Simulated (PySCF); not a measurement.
Compound: cyclo-(F2GeS)2.
Cartesian coordinates in Å at the PBE0-D3(BJ)/def2-SVP level; atoms count from 1:
```xyz
8
F4Ge2S2 angstrom
Ge    -0.6576    1.2187    0.2102
F     -2.2509    1.4792    0.7913
F     -0.0718    2.8118   -0.0423
S     -0.5649   -0.0450   -1.6040
Ge     0.6894   -1.2411   -0.2297
F      2.2839   -1.4949   -0.8117
F      0.1109   -2.8374    0.0195
S      0.5994    0.0231    1.5830
```

Method: TDDFT PBE0/def2-SVPD, vertical, gas phase, core orbitals frozen in the response (PySCF 2.14.0, density-fitted response routines). Relativistic effects, spin–orbit coupling among them, are left out although an element past zinc is present.

Transition dipole moments from the ground state, in atomic units and in the frame of the coordinates above (overall signs are arbitrary), for the states with f of 0.002 or more among the lowest 11:

```
state  E (eV)      μx      μy      μz
   S5   6.126  -0.373  -0.229   0.138
   S6   6.423   0.181   0.010   0.503
   S9   7.264  -0.144  -0.090   0.062
  S11   7.672  -0.221  -0.013  -0.603
```

What oscillator strength does each state have?

f = (2/3) ΔE |μ|² with ΔE in hartree (27.2114 eV).

| state | \|μ\|² (au) | \|μ\| (D) | f |
| --- | --- | --- | --- |
| S5 | 0.210 | 1.17 | 0.032 |
| S6 | 0.286 | 1.36 | 0.045 |
| S9 | 0.033 | 0.46 | 0.006 |
| S11 | 0.413 | 1.63 | 0.078 |

What angle do the transition dipoles of S6 and S11 make?

|cos θ| = |μa·μb| / (|μa| |μb|) = 1.00, so θ ≈ 0° (taken between 0 and 90°, since the signs are arbitrary).

How is the summed strength of these states shared among x, y and z?

(2/3) Σ ΔE μα² gives 0.039 for x, 0.009 for y and 0.112 for z, 0.160 in all.

What peak molar absorption coefficient would the strongest computed level give as a lone Gaussian band 0.3 eV wide at half height?

ε(max) = 2.175×10⁸ f / FWHM, with the width in cm⁻¹. S11: 2.175×10⁸ × 0.0775 / 2420 ≈ 7000 L mol⁻¹ cm⁻¹.

The run took 2.8 min of wall time (grids of density and orbitals included) on AMD EPYC, one thread, shared host with 64 logical CPUs at a one-minute load of 54, and the process peaked at 1.0 GiB of memory.

One conformer stands for the species.
